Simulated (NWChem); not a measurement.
System: C4H8; SMILES CC1CC1

Here is an NWChem input.

```
start job
memory heap 200 mb stack 900 mb global 1100 mb
geometry units angstroms noautosym nocenter noautoz
  C      0.159437    -1.551562     0.000000
  C     -0.497129    -0.188434     0.000000
  C      0.125501     0.963369    -0.756455
  C      0.125501     0.963369     0.756455
  H     -0.125332    -2.141325    -0.896533
  H      1.265607    -1.459586     0.000000
  H     -0.125332    -2.141325     0.896533
  H     -1.601094    -0.213291     0.000000
  H     -0.536459     1.670812    -1.280046
  H      1.081527     0.777383    -1.272763
  H     -0.536459     1.670812     1.280046
  H      1.081527     0.777383     1.272763
end
basis spherical
  C library def2-svp
  H library def2-svp
end
dft
  xc b3lyp
  iterations 150
  mulliken
end
task dft energy
esp
  recalculate
  probe 0.07
  range 0.3
  factor 1.0
  spacing 0.02
end
task esp
```

Output (shortened):

```
             Northwest Computational Chemistry Package (NWChem) 7.3.0
             --------------------------------------------------------

                             Geometry "geometry" -> ""
                             -------------------------

 Output coordinates in angstroms (scale by  1.889725989 to convert to a.u.)

  No.       Tag          Charge          X              Y              Z
 ---- ---------------- ---------- -------------- -------------- --------------
    1 C                    6.0000     0.15943700    -1.55156200     0.00000000
    2 C                    6.0000    -0.49712900    -0.18843400     0.00000000
    3 C                    6.0000     0.12550100     0.96336900    -0.75645500
    4 C                    6.0000     0.12550100     0.96336900     0.75645500
    5 H                    1.0000    -0.12533200    -2.14132500    -0.89653300
    6 H                    1.0000     1.26560700    -1.45958600     0.00000000
    7 H                    1.0000    -0.12533200    -2.14132500     0.89653300
    8 H                    1.0000    -1.60109400    -0.21329100     0.00000000
    9 H                    1.0000    -0.53645900     1.67081200    -1.28004600
   10 H                    1.0000     1.08152700     0.77738300    -1.27276300
   11 H                    1.0000    -0.53645900     1.67081200     1.28004600
   12 H                    1.0000     1.08152700     0.77738300     1.27276300

 Effective nuclear repulsion energy (a.u.)     123.3433687487

                                 NWChem DFT Module
                                 -----------------

 Summary of "ao basis" -> "ao basis" (spherical)
 ------------------------------------------------------------------------------
       Tag                 Description            Shells   Functions and Types
 ---------------- ------------------------------  ------  ---------------------
 C                          def2-svp                 6       14   3s2p1d
 H                          def2-svp                 3        5   2s1p

            General Information
            -------------------
          SCF calculation type: DFT
          Wavefunction type:  closed shell.
          No. of atoms     :    12
          No. of electrons :    32
           Alpha electrons :    16
            Beta electrons :    16
          Charge           :     0
          Spin multiplicity:     1
          Use of symmetry is: off; symmetry adaption is: off
          Maximum number of iterations: 150
          AO basis - number of functions:    96
                     number of shells:    48
          Convergence on energy requested:  1.00D-06
          Convergence on density requested:  1.00D-05
          Convergence on gradient requested:  5.00D-04

              XC Information
              --------------
                         B3LYP Method XC Potential
                     Hartree-Fock (Exact) Exchange  0.200
                        Slater Exchange Functional  0.800 local
                    Becke 1988 Exchange Functional  0.720 non-local
              Lee-Yang-Parr Correlation Functional  0.810
                  VWN I RPA Correlation Functional  0.190 local

             Grid Information
             ----------------
          Grid used for XC integration:  medium
          Radial quadrature: Mura-Knowles
          Angular quadrature: Lebedev.
          Tag              B.-S. Rad. Rad. Pts. Rad. Cut. Ang. Pts.
          ---              ---------- --------- --------- ---------
          C                   0.70       49          10.0       434
          H                   0.35       45          11.0       434
          Grid pruning is: on
          Number of quadrature shells:   556
          Spatial weights used:  Erf1

      Superposition of Atomic Density Guess
      -------------------------------------

 Sum of atomic energies:        -154.49347418

      Non-variational initial energy
      ------------------------------

 Total energy =    -157.499441
 1-e energy   =    -449.300980
 2-e energy   =     168.458170
 HOMO         =      -0.333462
 LUMO         =       0.102832

     ---------------------------------------------
      Total Density - Mulliken Population Analysis
     ---------------------------------------------

    Atom       Charge   Shell Charges
 -----------   ------   -------------------------------------------------------
    1 C    6     6.18   1.99  0.96  0.17  2.03  1.01  0.02
    2 C    6     6.29   1.99  0.95  0.34  1.97  1.00  0.05
    3 C    6     6.22   1.99  0.96  0.28  2.02  0.95  0.03
    4 C    6     6.22   1.99  0.96  0.28  2.02  0.95  0.03
    5 H    1     0.89   0.67  0.20  0.02
    6 H    1     0.91   0.67  0.21  0.02
    7 H    1     0.89   0.67  0.20  0.02
    8 H    1     0.88   0.67  0.19  0.02
    9 H    1     0.88   0.66  0.19  0.02
   10 H    1     0.88   0.66  0.19  0.02
   11 H    1     0.88   0.66  0.19  0.02
   12 H    1     0.88   0.66  0.19  0.02

   convergence    iter        energy       DeltaE   RMS-Dens  Diis-err
 ---------------- ----- ----------------- --------- --------- ---------
 d= 0,ls=0.0,diis     1   -157.0630693706 -2.80D+02  7.11D-03  2.71D-01
 d= 0,ls=0.0,diis     2   -157.0990325373 -3.60D-02  1.16D-03  4.49D-03
 d= 0,ls=0.0,diis     3   -157.0993016476 -2.69D-04  4.52D-04  2.65D-03
 d= 0,ls=0.0,diis     4   -157.0996100162 -3.08D-04  9.99D-05  1.50D-04
 d= 0,ls=0.0,diis     5   -157.0996298105 -1.98D-05  2.23D-05  4.18D-06
 d= 0,ls=0.0,diis     6   -157.0996302049 -3.94D-07  7.72D-06  1.07D-06

         Total DFT energy =     -157.099630204949
      One electron energy =     -453.677126774619
           Coulomb energy =      197.864447404237
    Exchange-Corr. energy =      -24.630319583283
 Nuclear repulsion energy =      123.343368748717

 Numeric. integr. density =       32.000013956933

                       DFT Final Molecular Orbital Analysis
                       ------------------------------------

 Vector   14  Occ=2.000000D+00  E=-3.494982D-01
              MO Center= -2.0D-01, -3.7D-01, -6.1D-08, r^2= 2.7D+00
   Bfn.  Coefficient  Atom+Function         Bfn.  Coefficient  Atom+Function
  ----- ------------  ---------------      ----- ------------  ---------------
    18      0.302033   2 C  px               72     -0.281916   8 H  s
     4     -0.243642   1 C  px                5      0.228239   1 C  py
    19     -0.202269   2 C  py               62     -0.193594   6 H  s
    73     -0.152285   8 H  s                63     -0.128027   6 H  s
    82     -0.123420  10 H  s                92     -0.123420  12 H  s

 Vector   15  Occ=2.000000D+00  E=-2.901105D-01
              MO Center=  1.1D-02,  6.0D-01, -6.2D-09, r^2= 2.2D+00
   Bfn.  Coefficient  Atom+Function         Bfn.  Coefficient  Atom+Function
  ----- ------------  ---------------      ----- ------------  ---------------
    34      0.276247   3 C  pz               48     -0.276247   4 C  pz
    33      0.240511   3 C  py               47      0.240511   4 C  py
    19     -0.196517   2 C  py               37      0.169958   3 C  pz
    51     -0.169957   4 C  pz               72      0.149433   8 H  s
    17     -0.143136   2 C  s                18     -0.143217   2 C  px

 Vector   16  Occ=2.000000D+00  E=-2.794557D-01
              MO Center= -1.5D-01,  8.6D-02,  7.8D-09, r^2= 2.5D+00
   Bfn.  Coefficient  Atom+Function         Bfn.  Coefficient  Atom+Function
  ----- ------------  ---------------      ----- ------------  ---------------
    20      0.415579   2 C  pz               33      0.258173   3 C  py
    47     -0.258173   4 C  py               23      0.207294   2 C  pz
    31     -0.184863   3 C  s                45      0.184863   4 C  s
    36      0.157631   3 C  py               50     -0.157631   4 C  py
     6     -0.155191   1 C  pz               57      0.154271   5 H  s

 Vector   17  Occ=0.000000D+00  E= 6.286297D-02
              MO Center= -5.7D-01,  6.2D-02,  2.9D-08, r^2= 7.2D+00
   Bfn.  Coefficient  Atom+Function         Bfn.  Coefficient  Atom+Function
  ----- ------------  ---------------      ----- ------------  ---------------
     3      1.457957   1 C  s                73     -0.937910   8 H  s
    78     -0.805171   9 H  s                88     -0.805171  11 H  s
    31      0.721177   3 C  s                45      0.721177   4 C  s
    17      0.683183   2 C  s                58     -0.679844   5 H  s
    68     -0.679844   7 H  s                63     -0.565463   6 H  s

 Vector   18  Occ=0.000000D+00  E= 7.539035D-02
              MO Center=  6.6D-01,  8.5D-02,  1.9D-08, r^2= 6.0D+00
   Bfn.  Coefficient  Atom+Function         Bfn.  Coefficient  Atom+Function
  ----- ------------  ---------------      ----- ------------  ---------------
     3      1.050547   1 C  s                83     -0.937331  10 H  s
    93     -0.937331  12 H  s                63     -0.918819   6 H  s
    73      0.768385   8 H  s                17     -0.612385   2 C  s
    35      0.437548   3 C  px               49      0.437548   4 C  px
    78      0.433417   9 H  s                88      0.433417  11 H  s

 Vector   19  Occ=0.000000D+00  E= 9.820448D-02
              MO Center= -2.6D-02, -5.6D-01,  5.3D-08, r^2= 8.3D+00
   Bfn.  Coefficient  Atom+Function         Bfn.  Coefficient  Atom+Function
  ----- ------------  ---------------      ----- ------------  ---------------
     3      2.149587   1 C  s                31     -1.339426   3 C  s
    45     -1.339426   4 C  s                58     -1.096433   5 H  s
    68     -1.096433   7 H  s                78      0.771540   9 H  s
    88      0.771540  11 H  s                83      0.679825  10 H  s
    93      0.679825  12 H  s                22      0.629428   2 C  py

     ---------------------------------------------
      Total Density - Mulliken Population Analysis
     ---------------------------------------------

    Atom       Charge   Shell Charges
 -----------   ------   -------------------------------------------------------
    1 C    6     5.92   1.98  0.91  0.07  2.11  0.81  0.03
    2 C    6     6.15   1.98  0.91  0.26  2.13  0.82  0.05
    3 C    6     6.04   1.98  0.90  0.19  2.12  0.80  0.04
    4 C    6     6.04   1.98  0.90  0.19  2.12  0.80  0.04
    5 H    1     0.99   0.74  0.22  0.02
    6 H    1     1.00   0.75  0.23  0.02
    7 H    1     0.99   0.74  0.22  0.02
    8 H    1     0.98   0.75  0.21  0.02
    9 H    1     0.97   0.74  0.21  0.02
   10 H    1     0.98   0.74  0.21  0.02
   11 H    1     0.97   0.74  0.21  0.02
   12 H    1     0.98   0.74  0.21  0.02

     -------------------------------------------
      Total Density - Lowdin Population Analysis
     -------------------------------------------

    Atom       Charge   Shell Charges
 -----------   ------   -------------------------------------------------------
    1 C    6     6.05   1.96  0.58  0.30  1.89  1.24  0.07
    2 C    6     6.05   1.96  0.58  0.29  1.95  1.16  0.11
    3 C    6     6.05   1.96  0.57  0.30  1.92  1.20  0.09
    4 C    6     6.05   1.96  0.57  0.30  1.92  1.20  0.09
    5 H    1     0.97   0.64  0.27  0.06
    6 H    1     0.98   0.64  0.28  0.06
    7 H    1     0.97   0.64  0.27  0.06
    8 H    1     0.98   0.64  0.27  0.07
    9 H    1     0.98   0.64  0.27  0.07
   10 H    1     0.98   0.64  0.27  0.07
   11 H    1     0.98   0.64  0.27  0.07
   12 H    1     0.98   0.64  0.27  0.07

     Multipole analysis of the density
     ---------------------------------

     L   x y z        total         alpha         beta         nuclear
     -   - - -        -----         -----         ----         -------
     0   0 0 0     -0.000000    -16.000000    -16.000000     32.000000

     1   1 0 0     -0.030131      0.000199      0.000199     -0.030529
     1   0 1 0     -0.044031     -0.079950     -0.079950      0.115869
     1   0 0 1     -0.000000     -0.000000     -0.000000      0.000000

     2   2 0 0    -19.223724    -25.567391    -25.567391     31.911058
     2   1 1 0     -0.503674      0.732866      0.732866     -1.969407
     2   1 0 1     -0.000000     -0.000000     -0.000000      0.000000
     2   0 2 0    -20.172528    -88.528930    -88.528930    156.885333
     2   0 1 1      0.000000      0.000000      0.000000     -0.000000
     2   0 0 2    -20.248305    -36.891279    -36.891279     53.534252

                     NWChem Electrostatic Potential Fit Module
                     -----------------------------------------

 Atom parameters

 Number of atoms is                                   12
 Number of basis functions is                         96

 Grid parameters

 Maximum number of grid points is                  43095
 Number of grid points is                          43094
 Grid range                                     0.300000 nm
 Grid spacing                                   0.020000 nm
 Probe radius                                   0.070000 nm
 Atom radius factor                             1.000000

 Atomic radii

    1    0.100000
    6    0.147000
 FASTESP  F
  using M.O. file = ./job.movecs

    Atom              Coordinates                           Charge

                                                  ESP

    1 C     0.015944   -0.155156    0.000000   -0.079789
    2 C    -0.049713   -0.018843    0.000000    0.077039
    3 C     0.012550    0.096337   -0.075646   -0.164473
    4 C     0.012550    0.096337    0.075646   -0.166107
    5 H    -0.012533   -0.214133   -0.089653    0.003123
    6 H     0.126561   -0.145959    0.000000    0.060674
    7 H    -0.012533   -0.214133    0.089653    0.003176
    8 H    -0.160109   -0.021329    0.000000    0.026200
    9 H    -0.053646    0.167081   -0.128005    0.060761
   10 H     0.108153    0.077738   -0.127276    0.058870
   11 H    -0.053646    0.167081    0.128005    0.061412
   12 H     0.108153    0.077738    0.127276    0.059114
                                            ------------
                                                0.000000

 Dipole moment                                  0.040222

 Quadrupole moment Qxx                          1.411609
                   Qyy                         -1.310203
                   Qzz                         -0.101407

 RMS deviation kJ/mol                           0.063893

 RRMS %                                        87.766816
```

Level: B3LYP/def2-SVP. Coordinates come from a PBE-D3(BJ)/def2-SVP optimisation.
